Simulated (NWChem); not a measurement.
# hydrogen iodide (HI); SMILES I

Results from NWChem. def2 effective core potentials on I; no spin-orbit coupling. Each level has its own optimisation; frequencies are unscaled.

```
level                                                   r H–I (Å)  highest harmonic frequency (cm⁻¹)  zero-point energy (kcal/mol)
------------------------------------------------------  ---------  ---------------------------------  ----------------------------
Hartree-Fock/STO-3G (all-electron, non-relativistic)        1.596                               2743                           3.9
Hartree-Fock/3-21G (all-electron, non-relativistic)         1.639                               2257                           3.2
LDA (Slater exchange, VWN5)/def2-SVP (core potentials)      1.631                               2249                           3.2
PBE/def2-SVP (core potentials)                              1.633                               2241                           3.2
BLYP/def2-SVP (core potentials)                             1.640                               2194                           3.1
PBE0/def2-SVP (core potentials)                             1.617                               2339                           3.3
```
